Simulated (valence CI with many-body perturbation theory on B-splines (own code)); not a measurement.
The numbers below are computed, except where a source is named.
From CI to CI+MBPT in Tb LX

Method: valence CI with perturbative core correlation (CI+MBPT): four valence electrons over a frozen Dirac-Fock core [He], radial functions for each j: 11 s, 11 p, 9 d, 7 f, 5 g, 2 h, 1 i, with the one-electron correlation potential Σ1 (screened to all orders), the two-electron term Σ2, the three-electron term Σ3, Breit, model QED; selected single and double excitations, second order for the rest (own B-spline code, finite nucleus).

The last digits are not significant, and no measured levels were compared; by estimate large intervals hold to a few tenths of a per cent, small ones and those within an open d or f shell to about a per cent. Among the levels kept, up to 270 cm⁻¹ of a level comes from second order outside the variational space, and about a tenth of that is noise between levels of different J, which matters for small intervals.

Each rung adds one term. CI alone is the Dirac-Coulomb CI over the frozen core; QED comes last and gives the full result, which names the levels. Energies are above (2s^2 2p1/2^2) J=0 on the same rung, in × 10³ cm⁻¹.

Levels are named by their leading jj configuration (3d3/2^4 stands for four electrons in 3d with j = 3/2), which in mixed levels can hold well under half, so a name can repeat and another be missing. Letters in brackets count levels of one name in rising energy.

```
                     Level  CI alone    + Σ1    + Σ2    + Σ3  + Breit    Full
    (2s^2 2p1/2 2p3/2) J=1    6351.4  6352.6  6352.1  6352.2   6251.7  6261.9
    (2s^2 2p1/2 2p3/2) J=2    6537.2  6538.5  6538.2  6538.0   6393.4  6403.5
    (2s 2p1/2^2 2p3/2) J=2    8366.4  8365.2  8363.5  8363.1   8326.3  8243.7
    (2s 2p1/2^2 2p3/2) J=1    8957.3  8956.1  8953.2  8952.2   8931.6  8848.7
        (2s^2 2p3/2^2) J=2     13006   13009   13009   13008    12790   12809
        (2s^2 2p3/2^2) J=0     13381   13383   13384   13383    13212   13231
(2s 2p1/2 2p3/2^2) J=2 [a]     14510   14510   14509   14509    14386   14313
    (2s 2p1/2 2p3/2^2) J=3     14909   14909   14908   14907    14717   14645
    (2s 2p1/2 2p3/2^2) J=0     15211   15212   15210   15210    15121   15049
(2s 2p1/2 2p3/2^2) J=1 [a]     15398   15398   15395   15394    15277   15204
(2s 2p1/2 2p3/2^2) J=2 [b]     15522   15522   15519   15517    15358   15284
(2s 2p1/2 2p3/2^2) J=1 [b]     15501   15501   15499   15498    15386   15313
     (2p1/2^2 2p3/2^2) J=2     17610   17607   17602   17601    17552   17388
     (2p1/2^2 2p3/2^2) J=0     18008   18006   18001   17999    18000   17836
          (2s 2p3/2^3) J=2     21573   21574   21573   21572    21351   21288
          (2s 2p3/2^3) J=1     22148   22149   22146   22145    21937   21874
       (2p1/2 2p3/2^3) J=1     24032   24031   24027   24025    23907   23751
       (2p1/2 2p3/2^3) J=2     24220   24219   24214   24213    24052   23896
             (2p3/2^4) J=0     30845   30845   30841   30840    30636   30490
```

**Question.** How does the ionisation energy move along the ladder, and which term matters most?

**Answer.** CI alone 13685, + Σ1 13685, + Σ2 13685, + Σ3 13685, + Breit 13660, + QED 13660 eV. The largest step is Breit, -25 eV. NIST lists 13658 ± 7 eV (theoretical).
